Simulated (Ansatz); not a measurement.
`O[CH2][In]([F])[F]` + `C#[C][ZnH]` → `C#[C][In]([F])[F]` + `O[CH2][ZnH]`  (redistribution)

Gas-phase electronic energies from Ansatz, PBE0-D4/def2-TZVP geometries. CCSD(T)/CBS adds triple-zeta CCSD(T) − MP2 to the extrapolated MP2 energy (def2 sets, frozen cores). DFT in def2-TZVPP. B3LYP here is the variant with VWN-RPA as its local correlation; programs differ in this. Elements past krypton have def2 core potentials. For In, Zn outer-core shells are correlated without core-valence functions, which leaves a few kJ/mol of doubt a bond. Scalar relativity is left out up to krypton. Each species was taken in one conformer, which may not be the lowest.

`O[CH2][In]([F])[F]`:

```xyz
8

O     0.313   -1.398    0.792
C     0.819   -0.578   -0.208
In   -0.373    1.236   -0.169
F    -2.050    0.384    0.456
F    -0.644    3.133   -0.384
H    -0.651   -1.419    0.734
H     0.721   -0.993   -1.217
H     1.866   -0.365   -0.003
```

`C#[C][ZnH]`:

```xyz
5

C     0.020    1.404   -0.706
C     0.008    0.323   -0.162
Zn   -0.018   -1.359    0.684
H     0.031    2.356   -1.186
H    -0.041   -2.724    1.370
```

`C#[C][In]([F])[F]`:

```xyz
6

C    -1.132   -1.596    0.500
C    -0.456   -0.644    0.201
In    0.687    0.969   -0.303
F     0.024    2.639   -1.001
F     2.607    1.072   -0.160
H    -1.731   -2.439    0.764
```

`O[CH2][ZnH]`:

```xyz
7

O     1.457    0.225   -0.314
C     0.043    0.368   -0.500
Zn   -1.005   -0.364    1.006
H     1.678   -0.705   -0.386
H    -0.266   -0.026   -1.477
H    -0.137    1.446   -0.549
H    -1.770   -0.945    2.219
```

| species | B3LYP-D4 energy (Eh) |
| --- | --- |
| `O[CH2][In]([F])[F]` | -505.21900 |
| `C#[C][ZnH]` | -1856.82051 |
| `C#[C][In]([F])[F]` | -466.81618 |
| `O[CH2][ZnH]` | -1895.19971 |

Problem. Work out ΔE.

Solution. ΔE = (-466.81618) + (-1895.19971) − (-505.21900) − (-1856.82051) = 0.02362 Eh = +0.64 eV. CCSD(T)/CBS gives +0.53 eV.

Largest T1 diagnostic among the species: 0.017.

From r2SCAN to r2SCAN0 (25 % exact exchange), in def2-TZVPP and without D4, ΔE moves by −0.06 eV. In def2-TZVPP, CCSD(T) changes the Hartree–Fock value by +0.10 eV (the triples alone add +0.03 eV) and MP2 by +0.13 eV.
